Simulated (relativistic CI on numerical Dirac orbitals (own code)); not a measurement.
**Hf VI: sensitivity of the levels to the model**

Base calculation: Dirac-Coulomb-Breit CI, separate exchange-only KLI orbitals for each configuration, model QED (radiative potential, 1s self-energy scaled to tabulated hydrogen-like ionisation energies), valence Slater integrals scaled by 0.85, P86 correlation energy added to each configuration.

Configuration list (outside the closed core [Kr] 4d10): 4f¹³5s²5p⁶, 4f¹⁴5s²5p⁵, 4f¹³5s²5p⁵5d, 4f¹²5s²5p⁶5d, 4f¹²5s²5p⁶6s, 4f¹³5s²5p⁵5f, 4f¹³5s5p⁶5d, 4f¹²5s²5p⁶6p, 4f¹³5s²5p⁵5g, 4f¹³5s²5p⁵6s, 4f¹⁴5s5p⁶, 4f¹²5s²5p⁶6d, 4f¹³5s²5p⁵6p, 4f¹²5s²5p⁶7s. Double excitations out of closed p, d and f shells are left out; levels of such configurations are missing from the list, as are those of other unlisted configurations, and high levels can miss mixing partners.

Variants: (1) valence Slater integrals scaled by 0.75; (2) self-excluded LDA correlation estimate; (3) configuration mixing switched off. Shifts of the energy above 4f¹³5s²5p⁶ ²F°7/2, in cm⁻¹, for the lowest level and the first level of each name with at least 55 % of one term (blank where a level changes its place among those of its configuration and J or its character, or is not in the variant):

| Level | Base | Δ(1) | Δ(2) | Δ(3) | Measured |
| --- | --- | --- | --- | --- | --- |
| 4f¹³5s²5p⁶ ²F°7/2 | 0.0 | 0.0 | 0.0 | 0.0 | 0.0 |
| 4f¹³5s²5p⁶ ²F°5/2 | 13338.7 | -65.7 | 0.0 | +0.3 | 13513.6 |
| 4f¹⁴5s²5p⁵ ²P°3/2 | 117840.2 | +88.3 | -680.8 | +1791.2 | 97710.0 |
| 4f¹⁴5s²5p⁵ ²P°1/2 | 184361.3 | +95.7 | -678.7 | +2607.9 | 162465.0 |
| 4f¹²5s²5p⁶5d ⁴F9/2 | 204614.1 | +2584.0 | +237.6 | +119.4 |  |
| 4f¹²5s²5p⁶5d ⁴G11/2 | 210258.0 | +1954.1 | +237.4 | -35.5 |  |
| 4f¹²5s²5p⁶5d ⁴F7/2 | 212405.3 | +2035.3 | +237.4 | +166.7 |  |
| 4f¹²5s²5p⁶5d ⁴K17/2 | 214615.5 | +2095.6 | +240.7 | -392.4 |  |
| 4f¹²5s²5p⁶5d ⁴I15/2 | 219890.7 | +1510.9 | +238.0 | -180.9 |  |
| 4f¹²5s²5p⁶5d ⁴F5/2 | 221938.5 | +2079.3 | +236.3 | +249.1 |  |
| 4f¹²5s²5p⁶5d ²F7/2 | 222207.8 | +1529.1 | +236.9 | +183.6 | 234488.0 |
| 4f¹²5s²5p⁶5d ⁴K15/2 | 228416.7 | +1938.5 | +240.3 | -366.9 |  |
| 4f¹²5s²5p⁶5d ⁴G5/2 | 230667.5 |  | +234.8 | +199.1 |  |
| 4f¹²5s²5p⁶5d ⁴I13/2 | 233286.8 | +1362.1 | +238.5 | -211.0 |  |
| 4f¹²5s²5p⁶5d ⁴D1/2 | 233498.8 | +483.5 | +238.0 | -33.4 |  |
| 4f¹²5s²5p⁶5d ⁴P3/2 | 240014.6 | +259.0 | +237.1 | -60.2 |  |
| 4f¹²5s²5p⁶5d ²I11/2 | 240438.4 | +977.6 | +240.3 | -348.0 |  |

At this charge configurations can still be misplaced by up to about 7 % of their energy. Levels and lines within the n = 5 or 6 shells can be off by up to 10 % or somewhat more, and those that change n by about 2 %, since core polarisation is missing. 6 of the 49 excited levels that our extract of the measured tables holds in this range could be paired (the sources list more); they are missed by 13448 cm⁻¹ on average and 21896 at most, and levels without a partner can miss by more. Levels that differ in their count of f electrons can be misplaced by several ten thousand cm⁻¹, since the correlation energy of f electrons is missing or only estimated; rates across such gaps can be off by orders of magnitude.

Measured levels: measured levels as listed in Bokamba Motoumba et al., J. Quant. Spectrosc. Radiat. Transfer 300, 108529 (2023).

Ionisation energy from the two ground configurations alone: base 99.15 eV; valence Slater integrals scaled by 0.75 99.25 eV; self-excluded LDA correlation estimate 99.45 eV. The NIST ASD value (theoretical) is 98 eV.

LS names give the leading component of a level, which can be under half, so a name can repeat, a term be missing and a line seem to break the LS rules.
